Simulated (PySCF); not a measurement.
# EuH3(H2O): from a saddle point downhill

PySCF 2.14.0, RKS PBE0, Eu lcecp-1-SVP with ECP52, H def2-SVP, O def2-SVP; non-relativistic Hamiltonian with scalar-relativistic core potentials where named; density fitting; no spin-orbit coupling. Relaxed within the symmetry of its start, the geometry (Cs) is

```xyz
7

Eu    0.1343   -0.1508    0.1508
H     1.0083    1.5348    0.9682
H    -0.9696   -1.3792    1.3792
H     1.0083   -0.9682   -1.5348
O    -1.2041    1.2800   -1.2800
H    -1.1544    2.2365   -1.1379
H    -1.1544    1.1379   -2.2365
```

and its lowest harmonic modes are -114, 115, 211, 215, 323, 378 cm⁻¹ (negative: unstable). It was moved along the lowest mode and relaxed again.

Task: Where does it end, and how much lower?

Result: In C1, 0.071 eV lower, after 24 steps:
```xyz
7

Eu    0.0539   -0.2503   -0.0438
H     0.4186    1.8155    0.3026
H    -0.8998   -1.3072    1.4253
H     1.4577   -1.2720   -1.1279
O    -1.2682    1.2732   -1.2658
H    -0.6672    1.8958   -0.7146
H    -1.4268    1.6769   -2.1261
```

Task: How do the contacts change?

Result: 
```tsv
contact	saddle (Å)	end (Å)
Eu1–H2 (H)	2.067	2.126
Eu1–H3 (H)	2.058	2.046
Eu1–H4 (H)	2.067	2.047
Eu1–O5 (H2O)	2.426	2.359
```
Short contacts between ligands at the end: H2···H6 1.49 Å.

Task: Is the end a minimum?

Result: Yes; lowest modes 164, 215, 266, 286, 436, 526 cm⁻¹.

An lcecp potential fixes the number of 4f electrons, so in runs with it no electron can move into or out of that shell.

State: singlet in the valence, with the 4f electrons in the core potential.
